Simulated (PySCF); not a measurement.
## Ionisation energy of Gd⁴¹⁺ by level of theory

Gd⁴¹⁺ [Ar] 3d5 [3d3/2^4 3d5/2^1, M_J = 5/2] → Gd⁴²⁺ [Ar] 3d4 [3d3/2^4, M_J = 0], as a difference of total energies. Calculation: PySCF 2.14, in an even-tempered Gaussian basis (16 s from 8.9 bohr⁻², ratio 2.8; 12 p from 12 bohr⁻², ratio 2.8; 8 d from 12 bohr⁻², ratio 2.8; 3 f from 40 bohr⁻², ratio 3); the two-component X2C-1e Hamiltonian. Correlated levels: [Ne] frozen; the 74 highest virtual spinors dropped. "Screened" scales the spin-orbit matrix elements by Boettger's factors to mimic the two-electron term; Breit and QED terms are absent.

| method | ionisation energy (eV) |
| --- | --- |
| GHF (spin-free) | 3192.9 |
| GMP2 (spin-free) | 3192.9 |
| GHF (screened spin-orbit) | 3161.6 |
| GMP2 (screened spin-orbit) | 3161.2 |

Breit and QED terms and the two-electron picture change are absent.

The spin-free rows relax to the high-spin LS determinant and lack the spin-orbit shift.

The labels give the starting determinants; with spin-orbit coupling the two ends relaxed to ⟨J²⟩ = 8.75, ⟨L²⟩ = 4.45, ⟨S²⟩ = 3.66 and ⟨J²⟩ = 0.00, ⟨L²⟩ = 2.43, ⟨S²⟩ = 2.43.

For comparison: 3160 ± 4 eV (theoretical estimate listed by NIST; NIST Atomic Spectra Database, ionization energies).
